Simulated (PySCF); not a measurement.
Si(Cl)2(GeH3)(OH) (Cl2GeH4OSi), SMILES O[Si](Cl)(Cl)[GeH3]. Atoms are numbered in the order given.

```xyz
9

O      0.7741     1.9558     0.0000
Si     0.5357     0.3217     0.0000
Cl     1.4387    -0.5308    -1.6697
Cl     1.4387    -0.5308     1.6697
Ge    -1.7941    -0.1165     0.0000
H      1.6815     2.2891     0.0000
H     -2.4391     0.4893     1.2600
H     -2.0020    -1.6418     0.0000
H     -2.4391     0.4893    -1.2600
```
Charge 0, spin multiplicity 1.

Coordinates come from a B3LYP-D3(BJ)/def2-SVP optimisation. One conformer was computed; it need not be the lowest.

Computed with PBE/def2-TZVP in PySCF.

The molecule is in vacuum.

Computed frontier levels, gap, dipole moment and polarisability:
```yaml
highest_occupied_level: -7.33 eV
lowest_empty_level: -1.12 eV
orbital_gap: 6.21 eV
dipole_moment: 0.185 e·Å
quadrupole, principal values (traceless, Buckingham form, about the centre of nuclear charge): -4.98, -4.20, 9.18 D·Å
mean_static_polarisability: 87.0 bohr³ (12.89 Å³)
polarisability_principal_values: 75.3, 87.7, 98.0 bohr³
```
